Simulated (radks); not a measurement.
Question: Spherical quantum dot in the effective-mass picture: electrons in a parabolic well V = omega^2 r^2 / 2 with omega = 0.137, all in effective atomic units (hartree* = m*/eps^2 hartree, bohr* = eps/m* bohr), one dielectric constant everywhere. Calculated with a radial shooting solver with Libxc functionals: non-relativistic Kohn-Sham, LDA (Slater exchange, Perdew-Wang correlation), spin-polarised, spherical densities. Levels are named by radial order and angular momentum (1s, 1p, 1d, 2s, ...), and open shells are averaged over m. Results are scaled to m* = 0.522 and eps = 11.2, for which hartree* = 113.2 meV and bohr* = 1.135 nm. At N = 1 the configuration is 1s(up 1, down 0). Does electron 2 go into 1s down or 1p up?

Answer: Into 1s down. The total energies of the other choices lie higher by 8.79 meV (1p up).
